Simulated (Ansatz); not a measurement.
`FB(S)O[SiH3]` + silanol → `[SiH3]OB(S)O[SiH3]` + H–F  (ligand exchange at a B–F bond)

Program: Ansatz. Geometries: PBE0-D4/def2-TZVP. ΔE: electronic, gas phase. CCSD(T)/CBS is the MP2 limit (def2-TZVPP, def2-QZVPP) plus CCSD(T) − MP2 in def2-TZVPP, frozen cores. This one scheme is used for every species. DFT in def2-TZVPP. Each species was taken in one conformer, which may not be the lowest.

```tsv
level	ΔE (kcal/mol)
B2PLYP	5.9
PBE	6.8
r2SCAN	6.3
PBE0	6.0
HF/def2-QZVPP	6.5
MP2/def2-QZVPP	3.1
SCS-MP2/def2-QZVPP	4.0
MP2/CBS(def2)	2.8
```

Problem. What does CCSD(T)/CBS give? (An estimate is asked.)

Solution. The calculation gave: +3.3 kcal/mol. The listed levels differ from it by 2.6, 3.5, 3.0, 2.7, 3.2, -0.2, 0.7, -0.5 kcal/mol.

Largest T1 diagnostic among the species: 0.013.

From PBE to PBE0 (25 % exact exchange), in def2-TZVPP and without D4, ΔE moves by −0.9 kcal/mol. The D4 term adds −3.3 kcal/mol with B3LYP and −1.9 kcal/mol with PBE0; it sums over pairs of atoms, weighted by their polarisabilities, and B3LYP, whose exchange is more repulsive, gets the larger term.

B3LYP here is the variant with VWN-RPA as its local correlation; programs differ in this.
